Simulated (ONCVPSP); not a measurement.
## Rh (Z = 45): one change to an ONCV potential, before and after

- Element: Rh (Z = 45)
- Generator: ONCVPSP 4.0.1
- Type: optimised norm-conserving Vanderbilt (ONCV)
- Functional: LDA (Perdew-Zunger)
- Relativity: scalar-relativistic
- Frozen core: [Ar] 3d10
- Valence charge: 17
- Reference configuration: 4s2 4p6 4d8 5s0.5 (charge +0.5)
- Partial waves: 4s+5s: rc 1.90 bohr, ncon 4, nbas 7, qcut 8 1/bohr, 2 projectors; 4p: rc 1.05 bohr, ncon 4, nbas 8, qcut 6.7 1/bohr, 2 projectors, debl 2.7 Ha; 4d: rc 1.95 bohr, ncon 4, nbas 8, qcut 6.6 1/bohr, 3 projectors, debl 2.8 Ha
- Local potential: polynomial inside 0.85 bohr (lpopt 4, dvloc0 0 Ha)
- Core correction: none

Change: s: qcut 9; p: qcut 7.6; d: qcut 7.4.

Cutoffs: the cutoffs (Ha) at which the residual kinetic energy of the hardest occupied pseudo-wave falls to 1 and 0.1 mHa per electron; they do not see the model core or the augmentation charge, which bear on the density cutoff. Errors are all-electron minus pseudo energies relative to the spin-unpolarised reference configuration.

Q: How do hardness, ghosts and transferability respond?

A: The potential gets softer (154 Ha and 187 Ha → 98 Ha and 178 Ha); of the 4 tests that both files solve, the error grows in 0 and shrinks in 2 by more than 15 % and 0.3 meV (median size 1.3 → 0.7 meV); neither file shows a bound ghost.

```tsv
quantity	base	changed
cutoff, loose	154 Ha	98 Ha
cutoff, tight	187 Ha	178 Ha
loose cutoff by channel	s 17 Ha, p 154 Ha, d 19 Ha	s 21 Ha, p 98 Ha, d 21 Ha
bound ghosts	none	none
GHOST(+) flags under 300 eV	s at 116.1 eV	s at 146.2 eV
error for 4s2 4p6 4d8 5s1, meV [ΔE -3.08 eV]	+0.7	+0.8
error for 4s2 4p6 4d8 5s0, meV [ΔE 4.71 eV]	-0.7	-0.7
error for 4s2 4p6 4d7 5s0, meV [ΔE 24.48 eV]	+1.8	+0.3
error for 4s2 4p6 4d7 5s2, meV [ΔE -0.70 eV]	+12	+8.1
s: phases at 1.93 bohr within 0.05 rad from the reference energy up to (Ha; the scan ends near 5)	3.8	4.4
p: phases at 1.07 bohr within 0.05 rad from the reference energy up to (Ha; the scan ends near 5)	to the end of the scan	to the end of the scan
d: phases at 1.98 bohr within 0.05 rad from the reference energy up to (Ha; the scan ends near 5)	to the end of the scan	to the end of the scan
```
